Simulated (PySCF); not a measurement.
Isomers of C7H15ClSi, mass 162.063 u with the commonest isotopes. The calculation used PBE0/pcSseg-1 in PySCF (dipole) on a GFN2-xTB geometry, gas phase. One conformer each, none proved a minimum here; rigid rotors.

Task: Order these by radius of gyration √(Σ m r²/M), smallest first.
A. `[CH3:1]/[C:2]([SiH3:3])=[C:4](/[Cl:5])[CH2:6][CH:7]([CH3:8])[CH3:9]` with C2–C4–C6–C7 -107°, C4–C6–C7–C8 63°
B. `[CH3:1][C@:2]([SiH3:3])([Cl:4])[CH2:5][CH:6]1[CH2:7][CH2:8][CH2:9]1` with C1–C2–C5–C6 179°, C2–C5–C6–C7 -170°, C5–C6–C7–C8 -134°, C6–C7–C8–C9 12°, C7–C8–C9–C6 -12°, C5–C6–C9–C8 131°
C. `[CH2:1]=[C:2]([CH3:3])[CH2:4][Si@@H:5]([Cl:6])[CH2:7][CH2:8][CH3:9]` with C1–C2–C4–Si5 101°, C2–C4–Si5–Cl6 -176°, C4–Si5–C7–C8 -178°, Si5–C7–C8–C9 177°

Result: B (2.341 Å), A (2.421 Å), C (2.577 Å).

Task: Order these by out-of-plane moment Σ m c² = (Ia + Ib − Ic)/2, largest first.
A. `[CH3:1][C@:2]([SiH3:3])([Cl:4])[CH2:5][CH:6]1[CH2:7][CH2:8][CH2:9]1` with C1–C2–C5–C6 179°, C2–C5–C6–C7 -170°, C5–C6–C7–C8 -134°, C6–C7–C8–C9 12°, C7–C8–C9–C6 -12°, C5–C6–C9–C8 131°
B. `[CH2:1]=[C:2]([CH3:3])[CH2:4][Si@@H:5]([Cl:6])[CH2:7][CH2:8][CH3:9]` with C1–C2–C4–Si5 101°, C2–C4–Si5–Cl6 -176°, C4–Si5–C7–C8 -178°, Si5–C7–C8–C9 177°
C. `[CH3:1]/[C:2]([SiH3:3])=[C:4](/[Cl:5])[CH2:6][CH:7]([CH3:8])[CH3:9]` with C2–C4–C6–C7 -107°, C4–C6–C7–C8 63°

Result: A (101.39 u·Å²), B (64.15 u·Å²), C (63.73 u·Å²).

Task: Order these by rotational constant C, largest first.
A. `[CH2:1]=[C:2]([CH3:3])[CH2:4][Si@@H:5]([Cl:6])[CH2:7][CH2:8][CH3:9]` with C1–C2–C4–Si5 101°, C2–C4–Si5–Cl6 -176°, C4–Si5–C7–C8 -178°, Si5–C7–C8–C9 177°
B. `[CH3:1][C@:2]([SiH3:3])([Cl:4])[CH2:5][CH:6]1[CH2:7][CH2:8][CH2:9]1` with C1–C2–C5–C6 179°, C2–C5–C6–C7 -170°, C5–C6–C7–C8 -134°, C6–C7–C8–C9 12°, C7–C8–C9–C6 -12°, C5–C6–C9–C8 131°
C. `[CH3:1]/[C:2]([SiH3:3])=[C:4](/[Cl:5])[CH2:6][CH:7]([CH3:8])[CH3:9]` with C2–C4–C6–C7 -107°, C4–C6–C7–C8 63°

Result: B (642.2 MHz), C (570.5 MHz), A (499.5 MHz).

| SMILES | point group | Ia (u·Å²) | Ib (u·Å²) | Ic (u·Å²) | κ | μa (D) | μb (D) | μc (D) |
| --- | --- | --- | --- | --- | --- | --- | --- | --- |
| C/C([SiH3])=C(/Cl)CC(C)C | C1 | 287.53 | 725.76 | 885.84 | -0.79 | 1.19 | 1.52 | 0.39 |
| C=C(C)C[Si@@H](Cl)CCC | C1 | 419.85 | 720.23 | 1011.78 | -0.43 | 0.83 | 1.41 | 0.43 |
| C[C@]([SiH3])(Cl)CC1CCC1 | C1 | 288.39 | 701.29 | 786.91 | -0.86 | 0.81 | 0.76 | 1.52 |
